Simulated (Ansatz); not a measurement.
System: CH$_{2}$NO (charge -1, singlet). It need not be the lowest isomer of its formula. Whether it binds its extra electron was not tested at this geometry. 
Structure (B3LYP-D3(BJ)/def2-TZVP (Ansatz, a quantum-chemistry and plane-wave program) minimum search):
SMILES: [NH-]C=O
```xyz
5

N     -1.1564     0.1056     0.1095
C      0.1433     0.2748    -0.0264
O      1.0392    -0.5968    -0.0759
H     -1.5793     1.0353     0.1097
H      0.5010     1.3515    -0.1099
```
Charge -1, spin multiplicity 1.

Basis-set convergence of Hartree-Fock and MP2 correlation energies (hartree) with Ansatz. Correlated levels leave the core frozen unless marked. Spin-orbit coupling is left out. Non-relativistic.

```csv
basis,functions,E(HF),"E(corr, MP2)"
aug-cc-pVDZ,87,-168.36218,-0.52710
aug-cc-pVTZ,184,(withheld),(withheld)
```

**Question.** Complete the blanks.

**Answer.** 
- aug-cc-pVTZ, E(HF): -168.40020
- aug-cc-pVTZ, E(corr, MP2): -0.63367
